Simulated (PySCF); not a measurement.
Input for PySCF: R-HF/3-21G on GeH4 (SMILES [GeH4]).

```python
from pyscf import gto, scf, dft, mp
from pyscf.data.elements import chemcore

mol = gto.M(
    atom='''
    Ge    0.01376515   -0.10181531    4.25117321
    H    -0.53024978   -1.29615433    3.45848395
    H    -0.57921343    1.20604289    3.70303049
    H     1.54466688   -0.05659576    4.18729732
    H    -0.42024868   -0.24311245    5.72379949
    ''',
    basis='3-21g',
    charge=0, spin=0, verbose=3, max_memory=1800)
mf = scf.RHF(mol)
mf.conv_tol = 1e-8
mf.max_cycle = 100
mf.kernel()
if not mf.converged:
    mf = mf.newton().run(mf.mo_coeff, mf.mo_occ)
```

Program output:

```
converged SCF energy = -2067.61941894002
```

Self-consistency was reached.

Cost: around 0.07 core-seconds (rough).
